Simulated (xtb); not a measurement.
Cu (SMILES [Cu]), doublet (GFN-xTB shapes and energies of metal compounds can be far from the true ones); GFN2-xTB run with xtb 6.7.1.

The xtb input:
```
$ xtb coord --gfn 2 --uhf 1 --json

# file coord
$coord
      0.0000000000       0.0000000000       0.0000000000  cu
$end
```

It wrote (shortened):

```
   ID    Z sym.   atoms
    1   29 cu     1

           -------------------------------------------------
          |                Calculation Setup                |
           -------------------------------------------------

           -------------------------------------------------
          |                 G F N 2 - x T B                 |
           -------------------------------------------------

          ...................................................
          :                      SETUP                      :
          :.................................................:
          :  # basis functions                  10          :
          :  # atomic orbitals                   9          :
          :  # shells                            3          :
          :  # electrons                        11          :
          :  max. iterations                   250          :
          :  Hamiltonian                  GFN2-xTB          :
          :  restarted?                      false          :
          :  GBSA solvation                  false          :
          :  PC potential                    false          :
          :  electronic temp.          300.0000000     K    :
          :  accuracy                    1.0000000          :
          :  -> integral cutoff          0.2500000E+02      :
          :  -> integral neglect         0.1000000E-07      :
          :  -> SCF convergence          0.1000000E-05 Eh   :
          :  -> wf. convergence          0.1000000E-03 e    :
          :  Broyden damping             0.4000000          :
          :  net charge                          0          :
          :  unpaired electrons                  1          :
          ...................................................

 iter      E             dE          RMSdq      gap      omega  full diag
   1     -3.7480061 -0.374801E+01  0.000E+00    4.66       4.7  T
   2     -3.7480061  0.000000E+00  0.000E+00    4.66       4.7  T
   3     -3.7480061  0.000000E+00  0.000E+00    4.66       4.7  T

   *** convergence criteria satisfied after 3 iterations ***

         :::::::::::::::::::::::::::::::::::::::::::::::::::::
         ::                     SUMMARY                     ::
         :::::::::::::::::::::::::::::::::::::::::::::::::::::
         :: total energy              -3.748006130985 Eh    ::
         :: gradient norm              0.000000000000 Eh/a0 ::
         :: HOMO-LUMO gap              4.655235000000 eV    ::
         ::.................................................::
         :: SCC energy                -3.748006130985 Eh    ::
         :: -> isotropic ES            0.000000000000 Eh    ::
         :: -> anisotropic ES          0.000000000000 Eh    ::
         :: -> anisotropic XC          0.000000000000 Eh    ::
         :: -> dispersion              0.000000000000 Eh    ::
         :: repulsion energy           0.000000000000 Eh    ::
         :: add. restraining           0.000000000000 Eh    ::
         :: total charge               0.000000000000 e     ::
         :::::::::::::::::::::::::::::::::::::::::::::::::::::

           -------------------------------------------------
          |                Property Printout                |
           -------------------------------------------------

    * Orbital Energies and Occupations

         #    Occupation            Energy/Eh            Energy/eV
      -------------------------------------------------------------
         1        2.0000           -0.3493592              -9.5065
         2        2.0000           -0.3493592              -9.5065
         3        2.0000           -0.3493592              -9.5065
         4        2.0000           -0.3493592              -9.5065
         5        2.0000           -0.3493592              -9.5065
         6        1.0000           -0.2544140              -6.9230 (HOMO)
         7                         -0.0833373              -2.2677 (LUMO)
         8                         -0.0833373              -2.2677
         9                         -0.0833373              -2.2677
      -------------------------------------------------------------
                  HL-Gap            0.1710767 Eh            4.6552 eV
             Fermi-level           -0.2353811 Eh           -6.4050 eV

     #   Z          covCN         q      C6AA      α(0)
     1  29 cu       0.000     0.000   346.279    51.703

 Mol. C6AA /au·bohr⁶  :        346.278934
 Mol. C8AA /au·bohr⁸  :      28370.970465
 Mol. α(0) /au        :         51.703086

Wiberg/Mayer (AO) data.
largest (>0.10) Wiberg bond orders for each atom

 ---------------------------------------------------------------------------
     #   Z sym  total        # sym  WBO       # sym  WBO       # sym  WBO
 ---------------------------------------------------------------------------
     1  29 cu   0.000
 ---------------------------------------------------------------------------

molecular dipole:
                 x           y           z       tot (Debye)
 q only:        0.000       0.000       0.000
   full:        0.000       0.000       0.000       0.000
molecular quadrupole (traceless):
                xx          xy          yy          xz          yz          zz
 q only:        0.000       0.000       0.000       0.000       0.000       0.000
  q+dip:        0.000       0.000       0.000       0.000       0.000       0.000
   full:        0.000       0.000       0.000       0.000       0.000       0.000

           -------------------------------------------------
          | TOTAL ENERGY               -3.748006130985 Eh   |
          | GRADIENT NORM               0.000000000000 Eh/α |
          | HOMO-LUMO GAP               4.655235000000 eV   |
           -------------------------------------------------

normal termination of xtb
```
